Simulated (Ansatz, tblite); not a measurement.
Forces on AsP2 at its PBE-D4/def2-TZVP geometry. Total charge 0; doublet.

The xTB rows come from tblite. The structure comes from a short search, and lower isomers may exist.

GFN1-xTB (tblite), largest force 1.12 eV/Å:

```xyz
3
positions Å, forces eV/Å
P     0.117    1.101   -0.483   -0.188   -0.532    0.642
P     0.298   -0.914   -0.827   -0.129    0.189    0.380
As   -0.415   -0.187    1.310    0.317    0.343   -1.021
```

GFN2-xTB (tblite), largest force 1.16 eV/Å:

```
P -0.208 -0.350 0.684
P -0.120 0.008 0.371
As 0.327 0.342 -1.055
```

r2SCAN-D4/def2-TZVP (Ansatz), largest force 0.45 eV/Å:

```
P -0.043 -0.413 0.178
P -0.065 0.297 0.170
As 0.108 0.116 -0.348
```
